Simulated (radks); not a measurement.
The numbers below are computed, except where a source is named.
The technetium ion Tc30+, 13 electrons, occupied as [Ne] 3s2 3p1 (the NIST ground configuration). Level of theory: scalar-relativistic Kohn-Sham, r2SCAN, spin-polarised, spherical densities, finite nucleus; open shells are filled with parallel spins first (spin-orbit coupling, left out, can overturn this in heavy ions); meta-GGA in the generalised Kohn-Sham scheme; Fermi nuclear charge, rms radius 4.4112 fm (a radial shooting solver on a logarithmic mesh with Libxc functionals).

Unscreened Slater integrals over Kohn-Sham orbitals (hartree). They are taken over the spin-up orbitals.

integral     value
F0(3p,3p)   2.5684
F2(3p,3p)   1.2959
F0(3p,3s)   2.5231
G1(3p,3s)   1.6355
F0(3p,2p)   3.3950
F2(3p,2p)  0.86101
G0(3p,2p)  0.34300
G2(3p,2p)  0.37724
F0(3p,2s)   3.2929
G1(3p,2s)  0.27190
F0(3s,3s)   2.4868
F0(3s,2p)   3.2555
G1(3s,2p)  0.33529
F0(3s,2s)   3.1851
G0(3s,2s)  0.26741
F0(2p,2p)   7.1184
F2(2p,2p)   3.3852
F0(2p,2s)   6.5214
G1(2p,2s)   3.7054
F0(2s,2s)   6.1439

Derived for the open shells (J is the average intra-shell exchange parameter used in DFT+U). 3p: J = F2/5 = 0.2592 hartree.
